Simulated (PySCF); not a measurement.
C7H11PSi: full NMR table

```
Formula                               : C7H11PSi
SMILES                                : Cc1ccccc1P[SiH3]
InChI                                 : InChI=1S/C7H11PSi/c1-6-4-2-3-5-7(6)8-9/h2-5,8H,1,9H3
Point group of the computed structure : C1
Carbon signals                        : 7
Proton signals                        : 7
```

Atom-mapped SMILES (the numbers label the heavy atoms): `[CH3:1][c:2]1[cH:3][cH:4][cH:5][cH:6][c:7]1[PH:8][SiH3:9]` (H(Xn): hydrogen on atom n).

- geometry from GFN2-xTB
- GIAO PBE0/pcSseg-1 shieldings
- code: PySCF 2.14.0 with density-fitted response routines
- equivalent nuclei averaged, a single conformation, non-relativistic, in vacuum

Shifts are taken against calculated references (same method and geometry level): ¹H (31.72 ppm), ¹³C (186.93 ppm), ²⁹Si (349.16 ppm) against TMS; H3PO4 for ³¹P (318.38 ppm).

| carbon | δC, type | δH (multiplicity) | HMBC from (2–3 bonds) | span of the C tensor (ppm) |
| --- | --- | --- | --- | --- |
| C1 | 24.8, CH3 | 2.63 (s) | H(C3) | 40 |
| C2 | 146.8, C | – | H(C6), H(C4), H(C3), H(P8), H(C1) | 242 |
| C3 | 134.4, CH | 7.42 (m) | H(C4), H(C5), H(C1) | 213 |
| C4 | 133.9, CH | 7.44 (m) | H(C6), H(C3), H(C5) | 232 |
| C5 | 132.1, CH | 7.38 (m) | H(C6), H(C4), H(C3) | 230 |
| C6 | 141.2, CH | 7.79 (m) | H(C4), H(C5), H(P8) | 210 |
| C7 | 137.6, C | – | H(C6), H(C3), H(C5), H(Si9), H(P8), H(C1) | 210 |

Other nuclei:
| atoms | nucleus | environment | δ (ppm) | σ (ppm) |
| --- | --- | --- | --- | --- |
| H(Si9) | ¹H | hydrogen on a silicon bonded to P | 3.97 | 27.75 |
| H(P8) | ¹H | hydrogen on a phosphorus bonded to C, Si | 3.33 | 28.38 |
| P8 | ³¹P | phosphorus bonded to C, Si, H | -178.6 | 496.9 |
| Si9 | ²⁹Si | silicon bonded to P, 3 H | -78.3 | 427.5 |

δC 146.8, 137.6: substituted aromatic carbon. δC 141.2, 134.4, 133.9, 132.1: aromatic CH. δC 24.8: methyl carbon on an aromatic ring; aliphatic region, no heteroatom directly attached. δH 7.79, 7.44, 7.42, 7.38: hydrogen on an aromatic CH; aromatic region. δH 2.63: hydrogen on a methyl carbon on an aromatic ring; benzylic-type position, deshielded by the ring.

Splittings by ³¹P in the carbon and heteronuclear signals aren't shown, as no couplings were computed. Shifts are as computed. Against solution values, carbons near 30 ppm lie about +3 ppm off and those near 130 ppm about +5 ppm. Of 1211 compounds with measured shifts, 218 miss one by over three times the rms of a fit or turn the order of signals round; such compounds aren't used in these exercises. Experimental scales use liquid or dissolved standards, which lie at an offset from isolated H3PO4. Multiplicities follow the n + 1 count of equivalent neighbours, as no J values were calculated; m marks all less simple cases, F and P coupling included.
